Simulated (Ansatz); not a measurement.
Method: r2SCAN-D4/def2-TZVP in Ansatz (a program for electronic structure). No frequencies were computed at this level.

Ansatz 0.2 input:
```yaml
crystal:
  periodic: [false, false, false]
  atoms:
    - { symbol: S, position_ang: [-1.946159, -0.52266, -0.39118] }
    - { symbol: Al, position_ang: [0.002612, 0.304319, 0.292988] }
    - { symbol: S, position_ang: [1.929893, -0.458155, -0.517044] }
    - { symbol: H, position_ang: [-2.606597, 0.466044, 0.208862] }
    - { symbol: H, position_ang: [2.620251, 0.210451, 0.406374] }
basis:
  gaussian: { orbitals: def2-tzvp }
hamiltonian:
  xc: r2scan
  dispersion: d4
relax:
  max_steps: 150
magnetization:
  spin_polarized: true
  initial_magnetization: 1
```

Output:

```
Functional definition: r2SCAN
869 factors; their error is unknown
mean field evaluation 1: about -28298.4221 eV, gradient 1.8e1 eV
mean field evaluation 2: about -28296.5705 eV, gradient 2.6e1 eV
mean field evaluation 4: about -28300.4358 eV, gradient 8.7e-1 eV
mean field evaluation 8: about -28300.4253 eV, gradient 1.0e-1 eV
mean field evaluation 16: about -28300.4254 eV, gradient 9.3e-5 eV
mean field -28300.42535209 eV, -1040.0214489720 hartree, gradient 5.8e-5 eV, S^2 0.754240; 0 other end points of the search recorded, 0 dependent functions left out
reference -28300.42536554 eV, -1040.0214494665 hartree; 24, 23 occupied and 99, 100 virtual orbitals, 869 factors
relax step   1: F+E_penalty+E_count = -28300.45281372 eV  Δ(F+E_penalty+E_count) = +0.000e0 eV  max|allowed force component| = 4.927e-1 eV/Å  Δτ_max = 0.0000 Å  (32 SCF iters, accepted)
these checks for a lower state are left out or cut short: starts, cluster_reference, orbital_swaps, neighbouring_geometries, increment
869 factors; their error is unknown
mean field -28300.45580975 eV, -1040.0225682703 hartree, gradient 2.3e-5 eV, S^2 0.754101; 0 other end points of the search recorded, 0 dependent functions left out
reference -28300.45582320 eV, -1040.0225687648 hartree; 24, 23 occupied and 99, 100 virtual orbitals, 869 factors
relax step   2: F+E_penalty+E_count = -28300.48354831 eV  Δ(F+E_penalty+E_count) = -3.073e-2 eV  max|allowed force component| = 1.633e-1 eV/Å  Δτ_max = 0.0746 Å  (34 SCF iters, accepted)
these checks for a lower state are left out or cut short: starts, cluster_reference, orbital_swaps, neighbouring_geometries, increment
869 factors; their error is unknown
mean field evaluation 32: about -28300.4619 eV, gradient 9.5e-6 eV
mean field -28300.46189218 eV, -1040.0227917956 hartree, gradient 9.5e-6 eV, S^2 0.754021; 0 other end points of the search recorded, 0 dependent functions left out
reference -28300.46190563 eV, -1040.0227922897 hartree; 24, 23 occupied and 99, 100 virtual orbitals, 869 factors
relax step   3: F+E_penalty+E_count = -28300.48972525 eV  Δ(F+E_penalty+E_count) = -6.177e-3 eV  max|allowed force component| = 4.086e-2 eV/Å  Δτ_max = 0.0620 Å  (35 SCF iters, accepted)
these checks for a lower state are left out or cut short: starts, cluster_reference, orbital_swaps, neighbouring_geometries, increment
869 factors; their error is unknown
mean field -28300.46318779 eV, -1040.0228394082 hartree, gradient 1.6e-5 eV, S^2 0.754055; 0 other end points of the search recorded, 0 dependent functions left out
reference -28300.46320119 eV, -1040.0228399007 hartree; 24, 23 occupied and 99, 100 virtual orbitals, 869 factors
relax step   4: F+E_penalty+E_count = -28300.49102637 eV  Δ(F+E_penalty+E_count) = -1.301e-3 eV  max|allowed force component| = 8.196e-2 eV/Å  Δτ_max = 0.0546 Å  (35 SCF iters, accepted)
these checks for a lower state are left out or cut short: starts, cluster_reference, orbital_swaps, neighbouring_geometries, increment
869 factors; their error is unknown
mean field -28300.46405956 eV, -1040.0228714452 hartree, gradient 1.6e-5 eV, S^2 0.754053; 0 other end points of the search recorded, 0 dependent functions left out
reference -28300.46407297 eV, -1040.0228719383 hartree; 24, 23 occupied and 99, 100 virtual orbitals, 869 factors
relax step   5: F+E_penalty+E_count = -28300.49192798 eV  Δ(F+E_penalty+E_count) = -9.016e-4 eV  max|allowed force component| = 6.660e-3 eV/Å  Δτ_max = 0.0169 Å  (38 SCF iters, accepted)
869 factors; their error is unknown
mean field evaluation 64: about -28300.4641 eV, gradient 6.1e-5 eV
mean field -28300.46405956 eV, -1040.0228714452 hartree, gradient 1.6e-5 eV, S^2 0.754053; 1 other end points of the search recorded, 0 dependent functions left out
reference -28300.46407297 eV, -1040.0228719383 hartree; 24, 23 occupied and 99, 100 virtual orbitals, 869 factors
Total energy: -28300.49194140 eV, -1040.0238960839 hartree
Atom 0 at    -1.847713    -0.444175    -0.481809 Å, force    -0.000147     0.006660     0.006080 eV/Å
Atom 1 at     0.005248     0.391293     0.363047 Å, force     0.000141    -0.004017    -0.003713 eV/Å
Atom 2 at     1.833809    -0.540911    -0.432216 Å, force     0.001269     0.005483     0.005223 eV/Å
Atom 3 at    -2.641038     0.366916     0.239750 Å, force     0.004274    -0.004451    -0.003906 eV/Å
Atom 4 at     2.649694     0.226876     0.311228 Å, force    -0.005537    -0.003675    -0.003685 eV/Å
Dipole moment:     0.004818     0.341752     0.317099 e Å
```

Cost: around 40 core-seconds (rough).
